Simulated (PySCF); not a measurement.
Computed shifts of a molecule C₃H₆BNO, HF/pcSseg-1 in PySCF, GIAO, gas phase, equivalent atoms averaged, in ppm (number of nuclei): ¹³C: 106.3 (1), 87.3 (1), 6.5 (1). ¹⁵N: 65.8 (1). ¹H: 3.73 (1), 2.93 (2), 2.19 (3). References: ¹³C against TMS (σ = 192.6 ppm); ¹¹B against BF3 (σ = 102.7 ppm); ¹⁵N against NH3 (σ = 267.3 ppm); ¹⁷O against H2O (σ = 333.0 ppm); ¹H against TMS (σ = 31.99 ppm), references at their B3LYP-D3(BJ)/def2-TZVP geometries, non-relativistic. Geometry: ωB97X-D3(BJ)/def2-SVP. Other conformers were not sampled.

Identify the compound among the candidates.
A. CC1=COB1N
B. CC#CB(N)O
C. CB(C)OC#N
D. C=C1OCB1N

B, CC#CB(N)O
